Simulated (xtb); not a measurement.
H₂BO₂ (SMILES O[B]O), doublet, from a rough starting geometry; xtb with GFN2-xTB.

Here is a job for xtb.
```
$ xtb mol.xyz --gfn 2 --uhf 1 --opt vtight --json

# file mol.xyz
5

O      1.16606519    -0.16253991    -0.46883513
B     -0.07143356    -0.83530712    -0.34030494
O     -1.18034050    -0.33779139     0.31499895
H      1.20927343     0.76118181    -0.13659976
H     -1.11694322     0.59775839     0.66776136
```

It wrote (shortened):

```
   ID    Z sym.   atoms
    1    8 O      1, 3
    2    5 B      2
    3    1 H      4, 5

           -------------------------------------------------
          |                Calculation Setup                |
           -------------------------------------------------

           -------------------------------------------------
          |                 G F N 2 - x T B                 |
           -------------------------------------------------

          ...................................................
          :                      SETUP                      :
          :.................................................:
          :  # basis functions                  14          :
          :  # atomic orbitals                  14          :
          :  # shells                            8          :
          :  # electrons                        17          :
          :  max. iterations                   250          :
          :  Hamiltonian                  GFN2-xTB          :
          :  restarted?                      false          :
          :  GBSA solvation                  false          :
          :  PC potential                    false          :
          :  electronic temp.          300.0000000     K    :
          :  accuracy                    1.0000000          :
          :  -> integral cutoff          0.2500000E+02      :
          :  -> integral neglect         0.1000000E-07      :
          :  -> SCF convergence          0.1000000E-05 Eh   :
          :  -> wf. convergence          0.1000000E-03 e    :
          :  Broyden damping             0.4000000          :
          :  net charge                          0          :
          :  unpaired electrons                  1          :
          ...................................................

 iter      E             dE          RMSdq      gap      omega  full diag
   1    -10.3651798 -0.103652E+02  0.847E+00    2.62       0.0  T
   2    -10.4031970 -0.380172E-01  0.487E+00    2.98       1.0  T
   3    -10.4070730 -0.387602E-02  0.101E+00    3.44       1.0  T
   4    -10.4078060 -0.732954E-03  0.362E-01    3.58       1.0  T
   5    -10.4076607  0.145307E-03  0.290E-01    3.51       1.0  T
   6    -10.4080156 -0.354982E-03  0.894E-02    3.55       1.0  T
   7    -10.4080579 -0.422257E-04  0.205E-02    3.53       2.2  T
   8    -10.4080579 -0.790406E-07  0.165E-02    3.54       2.7  T
   9    -10.4080595 -0.161022E-05  0.131E-03    3.54      34.1  T
  10    -10.4080596 -0.591004E-08  0.829E-04    3.54      53.9  T
  11    -10.4080596 -0.408771E-08  0.218E-05    3.54    2054.5  T

   *** convergence criteria satisfied after 11 iterations ***

         :::::::::::::::::::::::::::::::::::::::::::::::::::::
         ::                     SUMMARY                     ::
         :::::::::::::::::::::::::::::::::::::::::::::::::::::
         :: total energy             -10.363884141090 Eh    ::
         :: gradient norm              0.066786752936 Eh/a0 ::
         :: HOMO-LUMO gap              3.538653335768 eV    ::
         ::.................................................::
         :: SCC energy               -10.408059534457 Eh    ::
         :: -> isotropic ES            0.068608642201 Eh    ::
         :: -> anisotropic ES          0.002938837369 Eh    ::
         :: -> anisotropic XC         -0.001205287560 Eh    ::
         :: -> dispersion             -0.001180921447 Eh    ::
         :: repulsion energy           0.044175393367 Eh    ::
         :: add. restraining           0.000000000000 Eh    ::
         :: total charge               0.000000000000 e     ::
         :::::::::::::::::::::::::::::::::::::::::::::::::::::

      -----------------------------------------------------------
     |                   =====================                   |
     |                        A N C O P T                        |
     |                   =====================                   |
[...]
 * total energy  :   -10.3638841 Eh     change       -0.2732037E-11 Eh
 * total energy  :   -10.3683878 Eh     change       -0.4503695E-02 Eh
 * total energy  :   -10.3691631 Eh     change       -0.7752191E-03 Eh
 * total energy  :   -10.3692241 Eh     change       -0.6102179E-04 Eh
 * total energy  :   -10.3692471 Eh     change       -0.2301860E-04 Eh
 * total energy  :   -10.3692518 Eh     change       -0.4685364E-05 Eh
 * total energy  :   -10.3692524 Eh     change       -0.6555027E-06 Eh
 * total energy  :   -10.3692525 Eh     change       -0.2357584E-07 Eh
   *** GEOMETRY OPTIMIZATION CONVERGED AFTER 8 ITERATIONS ***
         :: total energy             -10.369252459709 Eh    ::
[...]
         :: -> dispersion             -0.001183340170 Eh    ::
         :: repulsion energy           0.061409092995 Eh    ::
         :: add. restraining           0.000000000000 Eh    ::
         :: total charge              -0.000000000000 e     ::
         :::::::::::::::::::::::::::::::::::::::::::::::::::::

           -------------------------------------------------
          |                Property Printout                |
           -------------------------------------------------

    * Orbital Energies and Occupations

         #    Occupation            Energy/Eh            Energy/eV
      -------------------------------------------------------------
         1        2.0000           -0.6854206             -18.6512
         2        2.0000           -0.6832117             -18.5911
         3        2.0000           -0.5865065             -15.9597
         4        2.0000           -0.5784453             -15.7403
         5        2.0000           -0.5261577             -14.3175
         6        2.0000           -0.5034542             -13.6997
         7        2.0000           -0.4563642             -12.4183
         8        2.0000           -0.4549735             -12.3805
         9        1.0000           -0.2877129              -7.8291 (HOMO)
        10                         -0.1438791              -3.9151 (LUMO)
        11                          0.1159128               3.1541
        12                          0.1298163               3.5325
        13                          0.3857008              10.4955
        14                          0.5912254              16.0881
      -------------------------------------------------------------
                  HL-Gap            0.1438339 Eh            3.9139 eV
             Fermi-level           -0.2935696 Eh           -7.9884 eV

     #   Z          covCN         q      C6AA      α(0)
     1   8 O        1.592    -0.472    22.335     6.378
     2   5 B        1.576     0.375    34.942    12.457
     3   8 O        1.592    -0.472    22.334     6.378
     4   1 H        0.804     0.284     0.770     1.378
     5   1 H        0.805     0.284     0.770     1.378

 Mol. C6AA /au·bohr⁶  :        284.291365
 Mol. C8AA /au·bohr⁸  :       7137.673263
 Mol. α(0) /au        :         27.969600

Wiberg/Mayer (AO) data.
largest (>0.10) Wiberg bond orders for each atom

 ---------------------------------------------------------------------------
     #   Z sym  total        # sym  WBO       # sym  WBO       # sym  WBO
 ---------------------------------------------------------------------------
     1   8 O    2.159 --     2 B    1.226     4 H    0.862
     2   5 B    2.548 --     3 O    1.227     1 O    1.226
     3   8 O    2.159 --     2 B    1.227     5 H    0.862
     4   1 H    0.917 --     1 O    0.862
     5   1 H    0.917 --     3 O    0.862
 ---------------------------------------------------------------------------

Topologies differ in total number of bonds
Writing topology from bond orders to xtbtopo.mol

molecular dipole:
                 x           y           z       tot (Debye)
 q only:        0.036       0.563       0.222
   full:        0.070       1.096       0.432       2.999
molecular quadrupole (traceless):
                xx          xy          yy          xz          yz          zz
 q only:       -2.344      -0.010       2.283       0.849       0.984       0.061
  q+dip:       -2.715      -0.148       2.144       1.218       0.661       0.571
   full:       -3.134      -0.219       2.302       1.488       0.590       0.832

optimized geometry written to: xtbopt.xyz

           -------------------------------------------------
          | TOTAL ENERGY              -10.369252459709 Eh   |
          | GRADIENT NORM               0.000045929418 Eh/α |
          | HOMO-LUMO GAP               3.913918521968 eV   |
           -------------------------------------------------

normal termination of xtb
```
